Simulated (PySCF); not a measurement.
PySCF input (CCSD(T)/cc-pVDZ):

```python
from pyscf import gto, scf, mp, cc as ccmod

mol = gto.M(
    atom='''
    C    -1.10298418    0.04461010    0.02624638
    Si    0.79384245   -0.02319156   -0.00715938
    H    -1.40932882   -0.59191163   -0.82029709
    H    -1.52739255    1.03500244   -0.15848113
    H    -1.55916794   -0.38606960    0.92153128
    ''',
    basis='cc-pvdz',
    charge=0,
    spin=1,
    verbose=4,
)

mf = scf.UHF(mol)
mf.conv_tol = 1e-10
mf.max_cycle = 100
mf.kernel()
mo, _, stable, _ = mf.stability(return_status=True)
if not stable:
    mf.kernel(mf.make_rdm1(mo, mf.mo_occ))
mp2 = mp.MP2(mf, frozen=6).run()
cc = ccmod.CCSD(mf, frozen=6)
cc.max_cycle = 100
cc.kernel()
et = cc.ccsd_t()
print(f'E(CCSD(T)) = {cc.e_tot + et:.9f}')
```

Output:

```
PySCF version 2.14.0

[INPUT] verbose = 4
[INPUT] num. atoms = 5
[INPUT] num. electrons = 23
[INPUT] charge = 0
[INPUT] spin (= nelec alpha-beta = 2S) = 1
[INPUT] symmetry False subgroup None
[INPUT] Mole.unit = angstrom
[INPUT] Symbol           X                Y                Z      unit          X                Y                Z       unit  Magmom
[INPUT]  1 C     -1.102984180000   0.044610100000   0.026246380000 AA   -2.084338019928   0.084300871389   0.049598469961 Bohr   0.0
[INPUT]  2 Si     0.793842450000  -0.023191560000  -0.007159380000 AA    1.500144816554  -0.043825696801  -0.013529267422 Bohr   0.0
[INPUT]  3 H     -1.409328820000  -0.591911630000  -0.820297090000 AA   -2.663245489256  -1.118550870645  -1.550136840878 Bohr   0.0
[INPUT]  4 H     -1.527392550000   1.035002440000  -0.158481130000 AA   -2.886353604201   1.955871149857  -0.299485931612 Bohr   0.0
[INPUT]  5 H     -1.559167940000  -0.386069600000   0.921531280000 AA   -2.946400388802  -0.729565809020   1.741441734420 Bohr   0.0

nuclear repulsion = 41.8657707319806
number of shells = 19
number of NR pGTOs = 88
number of NR cGTOs = 47
basis = cc-pvdz
ecp = {}

******** <class 'pyscf.scf.uhf.UHF'> ********
method = UHF
initial guess = minao
damping factor = 0
level_shift factor = 0
DIIS = <class 'pyscf.scf.diis.CDIIS'>
diis_start_cycle = 1
diis_space = 8
diis_damp = 0
SCF conv_tol = 1e-10
SCF conv_tol_grad = None
SCF max_cycles = 100
direct_scf = True
direct_scf_tol = 1e-13
number electrons alpha = 12  beta = 11
Set gradient conv threshold to 1e-05
init E= -328.367522343519
  alpha nocc = 12  HOMO = -0.0462746021196501  LUMO = -0.0418504596758957
  beta  nocc = 11  HOMO = -0.238773345870164  LUMO = -0.0462746021196501

WARN: HOMO -0.0462746021196501 >= LUMO -0.0462746021196501

cycle= 1 E= -328.453234228961  delta_E= -0.0857  |g|= 0.139  |ddm|= 1.35
  alpha nocc = 12  HOMO = -0.265165730697727  LUMO = 0.0605173973746509
  beta  nocc = 11  HOMO = -0.35181779428893  LUMO = 0.0279424037900382
  HOMO = -0.265165730698  LUMO = 0.02794240379  gap/eV = 7.97588
cycle= 2 E= -328.473058606737  delta_E= -0.0198  |g|= 0.0424  |ddm|= 0.216
  alpha nocc = 12  HOMO = -0.264350398530173  LUMO = 0.0827975726699992
  beta  nocc = 11  HOMO = -0.342806512402664  LUMO = 0.043063686508543
  HOMO = -0.26435039853  LUMO = 0.0430636865085  gap/eV = 8.36516
cycle= 3 E= -328.475756123308  delta_E= -0.0027  |g|= 0.0125  |ddm|= 0.087
  alpha nocc = 12  HOMO = -0.268817064518539  LUMO = 0.0833205214982669
  beta  nocc = 11  HOMO = -0.344112521494385  LUMO = 0.0413767746377385
  HOMO = -0.268817064519  LUMO = 0.0413767746377  gap/eV = 8.44080
cycle= 4 E= -328.475993354243  delta_E= -0.000237  |g|= 0.00516  |ddm|= 0.0255
  alpha nocc = 12  HOMO = -0.270608344950713  LUMO = 0.0834290497037466
  beta  nocc = 11  HOMO = -0.34563301255243  LUMO = 0.0407224714403656
  HOMO = -0.270608344951  LUMO = 0.0407224714404  gap/eV = 8.47174
cycle= 5 E= -328.476040815441  delta_E= -4.75e-05  |g|= 0.002  |ddm|= 0.0118
  alpha nocc = 12  HOMO = -0.270742828471364  LUMO = 0.0840824386458716
  beta  nocc = 11  HOMO = -0.345417353833244  LUMO = 0.041198141424168
  HOMO = -0.270742828471  LUMO = 0.0411981414242  gap/eV = 8.48835
cycle= 6 E= -328.476052182697  delta_E= -1.14e-05  |g|= 0.000993  |ddm|= 0.0064
  alpha nocc = 12  HOMO = -0.270900692512061  LUMO = 0.0841283543323783
  beta  nocc = 11  HOMO = -0.345574911169075  LUMO = 0.0412709149914638
  HOMO = -0.270900692512  LUMO = 0.0412709149915  gap/eV = 8.49462
cycle= 7 E= -328.476056375598  delta_E= -4.19e-06  |g|= 0.000635  |ddm|= 0.0041
  alpha nocc = 12  HOMO = -0.270892309420795  LUMO = 0.084137904045428
  beta  nocc = 11  HOMO = -0.345618760117615  LUMO = 0.0413291218069949
  HOMO = -0.270892309421  LUMO = 0.041329121807  gap/eV = 8.49598
cycle= 8 E= -328.476058941641  delta_E= -2.57e-06  |g|= 0.000495  |ddm|= 0.00306
  alpha nocc = 12  HOMO = -0.270904824883771  LUMO = 0.0841341111910694
  beta  nocc = 11  HOMO = -0.345630675473604  LUMO = 0.0413283669436004
  HOMO = -0.270904824884  LUMO = 0.0413283669436  gap/eV = 8.49630
cycle= 9 E= -328.476060942607  delta_E= -2e-06  |g|= 0.000454  |ddm|= 0.00235
  alpha nocc = 12  HOMO = -0.270907751227877  LUMO = 0.0841430487711992
  beta  nocc = 11  HOMO = -0.345616217729337  LUMO = 0.0413279725885167
  HOMO = -0.270907751228  LUMO = 0.0413279725885  gap/eV = 8.49637
cycle= 10 E= -328.476063661923  delta_E= -2.72e-06  |g|= 0.000426  |ddm|= 0.00325
  alpha nocc = 12  HOMO = -0.270919615367687  LUMO = 0.0841630714093649
  beta  nocc = 11  HOMO = -0.345630616101313  LUMO = 0.0413720935553714
  HOMO = -0.270919615368  LUMO = 0.0413720935554  gap/eV = 8.49789
cycle= 11 E= -328.476071212681  delta_E= -7.55e-06  |g|= 0.000341  |ddm|= 0.0104
  alpha nocc = 12  HOMO = -0.27096487998474  LUMO = 0.0841716993385124
  beta  nocc = 11  HOMO = -0.345827557790118  LUMO = 0.0415516354308436
  HOMO = -0.270964879985  LUMO = 0.0415516354308  gap/eV = 8.50401
cycle= 12 E= -328.476080821156  delta_E= -9.61e-06  |g|= 0.000171  |ddm|= 0.0219
  alpha nocc = 12  HOMO = -0.270946892135845  LUMO = 0.0841891673523993
  beta  nocc = 11  HOMO = -0.345780227809508  LUMO = 0.0415276074776014
  HOMO = -0.270946892136  LUMO = 0.0415276074776  gap/eV = 8.50286
cycle= 13 E= -328.476082161075  delta_E= -1.34e-06  |g|= 7.77e-05  |ddm|= 0.0082
  alpha nocc = 12  HOMO = -0.270958277779335  LUMO = 0.0841805339943393
  beta  nocc = 11  HOMO = -0.345826516648781  LUMO = 0.0415534878727852
  HOMO = -0.270958277779  LUMO = 0.0415534878728  gap/eV = 8.50388
cycle= 14 E= -328.476082326729  delta_E= -1.66e-07  |g|= 2.82e-05  |ddm|= 0.0032
  alpha nocc = 12  HOMO = -0.270955720394543  LUMO = 0.0841851135600367
  beta  nocc = 11  HOMO = -0.345841982595522  LUMO = 0.0415771587801586
  HOMO = -0.270955720395  LUMO = 0.0415771587802  gap/eV = 8.50445
cycle= 15 E= -328.476082335451  delta_E= -8.72e-09  |g|= 8.46e-06  |ddm|= 0.000778
  alpha nocc = 12  HOMO = -0.270956176781734  LUMO = 0.084185539680032
  beta  nocc = 11  HOMO = -0.345837989261115  LUMO = 0.0415741586428724
  HOMO = -0.270956176782  LUMO = 0.0415741586429  gap/eV = 8.50438
cycle= 16 E= -328.476082335638  delta_E= -1.87e-10  |g|= 2.94e-06  |ddm|= 6.86e-05
  alpha nocc = 12  HOMO = -0.270956708486872  LUMO = 0.0841851354533869
  beta  nocc = 11  HOMO = -0.345837729683214  LUMO = 0.0415730062146906
  HOMO = -0.270956708487  LUMO = 0.0415730062147  gap/eV = 8.50437
cycle= 17 E= -328.476082335654  delta_E= -1.68e-11  |g|= 1.28e-06  |ddm|= 8.1e-06
  alpha nocc = 12  HOMO = -0.270956631357764  LUMO = 0.0841852131838725
  beta  nocc = 11  HOMO = -0.345837795960394  LUMO = 0.0415734607921254
  HOMO = -0.270956631358  LUMO = 0.0415734607921  gap/eV = 8.50438
Extra cycle  E= -328.476082335657  delta_E= -2.27e-12  |g|= 7.13e-07  |ddm|= 2.34e-06
converged SCF energy = -328.476082335657  <S^2> = 0.77471021  2S+1 = 2.0245594
uhf_internal: lowest eigs of H = [0.00664354 0.01935909 0.25503597]
<class 'pyscf.scf.uhf.UHF'> wavefunction is stable in the internal stability analysis

******** <class 'pyscf.mp.ump2.UMP2'> ********
nocc = (np.int64(6), np.int64(5)), nmo = (41, 41)
frozen orbitals 6
E(UMP2) = -328.685443429417  E_corr = -0.20936109376062
E(SCS-UMP2) = -328.689944086207  E_corr = -0.21386175055039
E_corr(same-spin) = -0.0431210330334858
E_corr(oppo-spin) = -0.166240060727135

******** <class 'pyscf.cc.uccsd.UCCSD'> ********
CC2 = 0
CCSD nocc = (np.int64(6), np.int64(5)), nmo = (41, 41)
frozen orbitals 6
max_cycle = 100
direct = 0
conv_tol = 1e-07
conv_tol_normt = 1e-06
diis_space = 6
diis_start_cycle = 0
diis_start_energy_diff = 1e+09
Init t2, MP2 energy = -0.209361081121444
Init E_corr(UCCSD) = -0.209361081122055
cycle = 1  E_corr(UCCSD) = -0.233327487333535  dE = -0.0239664062  norm(t1,t2) = 0.0705876
cycle = 2  E_corr(UCCSD) = -0.240686648537264  dE = -0.0073591612  norm(t1,t2) = 0.0290057
cycle = 3  E_corr(UCCSD) = -0.244966701725139  dE = -0.00428005319  norm(t1,t2) = 0.0153731
cycle = 4  E_corr(UCCSD) = -0.245072914232602  dE = -0.000106212507  norm(t1,t2) = 0.00514078
cycle = 5  E_corr(UCCSD) = -0.244942368918025  dE = 0.000130545315  norm(t1,t2) = 0.00340722
cycle = 6  E_corr(UCCSD) = -0.245009083163176  dE = -6.67142452e-05  norm(t1,t2) = 0.00218248
cycle = 7  E_corr(UCCSD) = -0.245035866160943  dE = -2.67829978e-05  norm(t1,t2) = 0.00102243
cycle = 8  E_corr(UCCSD) = -0.245033828832554  dE = 2.03732839e-06  norm(t1,t2) = 0.000476748
cycle = 9  E_corr(UCCSD) = -0.245036275838563  dE = -2.44700601e-06  norm(t1,t2) = 0.000233774
cycle = 10  E_corr(UCCSD) = -0.245035635600445  dE = 6.40238118e-07  norm(t1,t2) = 0.000113491
cycle = 11  E_corr(UCCSD) = -0.245034341482408  dE = 1.29411804e-06  norm(t1,t2) = 5.59655e-05
cycle = 12  E_corr(UCCSD) = -0.245033511491447  dE = 8.29990961e-07  norm(t1,t2) = 2.51332e-05
cycle = 13  E_corr(UCCSD) = -0.245033357751964  dE = 1.53739482e-07  norm(t1,t2) = 1.13449e-05
cycle = 14  E_corr(UCCSD) = -0.245033491575607  dE = -1.33823643e-07  norm(t1,t2) = 5.19341e-06
cycle = 15  E_corr(UCCSD) = -0.245033535938951  dE = -4.43633444e-08  norm(t1,t2) = 3.37607e-06
cycle = 16  E_corr(UCCSD) = -0.245033527756699  dE = 8.18225226e-09  norm(t1,t2) = 2.42604e-06
cycle = 17  E_corr(UCCSD) = -0.245033463845209  dE = 6.39114904e-08  norm(t1,t2) = 1.64212e-06
cycle = 18  E_corr(UCCSD) = -0.245033437559138  dE = 2.6286071e-08  norm(t1,t2) = 7.84765e-07
UCCSD converged
E(UCCSD) = -328.7211157732158  E_corr = -0.2450334375591378
UCCSD(T) correction = -0.00666939926556832
E(CCSD(T)) = -328.727785172
```

It need not be the lowest isomer of its formula.
